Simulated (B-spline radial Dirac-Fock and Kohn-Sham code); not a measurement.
# Energy-loss ionisation edge N3 (4p3/2) of Au

System: atomic gold, configuration [Xe] 4f14 5d10 6s1. Level of theory: the first Born approximation with generalised oscillator strengths from a Dirac-Hartree-Slater potential (longitudinal and transverse terms; continuum final states only, so no white lines or fine structure); a radial atomic solver. The edge is taken at 546.3 eV (tabulated value).

The run's input, task.json:

```json
{"items": [{
  "Z": 79,
  "q": 0,
  "cfg": [[1, 0, 2], [2, 0, 2], [2, 1, 6], [3, 0, 2], [3, 1, 6], [3, 2, 10], [4, 0, 2], [4, 1, 6], [4, 2, 10], [4, 3, 14], [5, 0, 2], [5, 1, 6], [5, 2, 10], [6, 0, 1]],
  "A": 197,
  "rrms": 5.4371,
  "do": "eels",
  "beams": [[60, 10], [60, 20], [60, 100], [80, 20], [80, 50], [100, 20], [100, 50], [100, 100], [120, 10], [120, 20], [200, 10], [200, 20], [300, 20], [300, 50]],
  "edges": {"N3": 546.3}
}]}
```

Run with: `python xray2_run.py task.json out`

Partial cross sections σ(β, Δ) in barn, integrated over a window Δ above the edge and up to the collection semi-angle β, for parallel illumination:

```
E₀ (kV)  β (mrad)  Δ = 25 eV  Δ = 50 eV  Δ = 100 eV  Δ = 200 eV  Δ = 300 eV
     60        10        178        349         638        1060        1350
     60        20        307        604        1120        1920        2490
     60       100        587       1150        2170        3940        5460
     80        20        286        565        1050        1820        2370
     80        50        425        830        1550        2770        3750
    100        20        270        532         994        1730        2260
    100        50          ?          ?           ?           ?           ?
    100       100        431        852        1620        2950        4100
    120        10        177        350         650        1110        1430
    120        20        257        506         947        1650        2170
    200        10        169        335         625        1080        1410
    200        20        225        444         833        1470        1950
    300        20        209        411         773        1370        1840
    300        50        249        492         933        1690        2340
```

Question: Give the row for 100 kV and 50 mrad.

Answer: 385 b for 25 eV, 752 b for 50 eV, 1410 b for 100 eV, 2520 b for 200 eV, 3430 b for 300 eV.

Values without a named source are computed, but for edge energies of neutral atoms, which are taken from tables.
